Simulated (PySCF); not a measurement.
In(Me)2(NH3) (C₂H₉InN), SMILES [CH3][In+](<-[NH3])[CH3] (connectivity only; charge and spin as stated), charge +1, multiplicity 1.

Geometry: B3LYP-D3(BJ)/def2-SVP. The spin state was assumed, not searched. The isomer is the one that the SMILES or the coordinates give; other isomers of the formula were not compared. The def2 effective core potentials stand for the cores of In; spin–orbit coupling is left out.

These are TDDFT-ωB97X/def2-SVPD run with PySCF values and carry that method's errors.

Vertical excitations. Isolated molecule, no solvent.

```json
[
 {"state": "S1", "energy (eV)": "5.40", "λ (nm)": "229", "f": "0.000", "main pairs": "HOMO→LUMO 99 %"},
 {"state": "S2", "energy (eV)": "7.11", "λ (nm)": "174", "f": "0.047", "main pairs": "HOMO−1→LUMO 98 %"},
 {"state": "S3", "energy (eV)": "7.23", "λ (nm)": "171", "f": "0.120", "main pairs": "HOMO→LUMO+1 49 %, HOMO→LUMO+2 39 %"},
 {"state": "S4", "energy (eV)": "7.43", "λ (nm)": "167", "f": "0.584", "main pairs": "HOMO→LUMO+2 50 %, HOMO→LUMO+1 42 %"},
 {"state": "S5", "energy (eV)": "8.21", "λ (nm)": "151", "f": "0.197", "main pairs": "HOMO−1→LUMO+1 87 %"},
 {"state": "S6", "energy (eV)": "8.96", "λ (nm)": "138", "f": "0.213", "main pairs": "HOMO−1→LUMO+2 83 %"},
 {"state": "S7", "energy (eV)": "8.99", "λ (nm)": "138", "f": "0.016", "main pairs": "HOMO→LUMO+3 51 %, HOMO−3→LUMO 34 %"},
 {"state": "S8", "energy (eV)": "9.13", "λ (nm)": "136", "f": "0.000", "main pairs": "HOMO−2→LUMO 95 %"},
 {"state": "S9", "energy (eV)": "9.29", "λ (nm)": "134", "f": "0.009", "main pairs": "HOMO−4→LUMO 95 %"},
 {"state": "S10", "energy (eV)": "9.40", "λ (nm)": "132", "f": "0.012", "main pairs": "HOMO→LUMO+4 45 %, HOMO−5→LUMO 38 %, HOMO−1→LUMO+3 8 %"},
 {"state": "T1", "energy (eV)": "5.15", "λ (nm)": "241", "f": "0", "main pairs": "HOMO→LUMO 98 %"},
 {"state": "T2", "energy (eV)": "5.55", "λ (nm)": "223", "f": "0", "main pairs": "HOMO→LUMO+1 70 %, HOMO→LUMO+3 13 %, HOMO→LUMO+2 12 %"},
 {"state": "T3", "energy (eV)": "6.65", "λ (nm)": "187", "f": "0", "main pairs": "HOMO−1→LUMO 96 %"},
 {"state": "T4", "energy (eV)": "7.03", "λ (nm)": "176", "f": "0", "main pairs": "HOMO→LUMO+2 78 %"}
]
```
Triplets are in the Tamm–Dancoff approximation, which puts them higher than full response would, so one can lie above its singlet here.
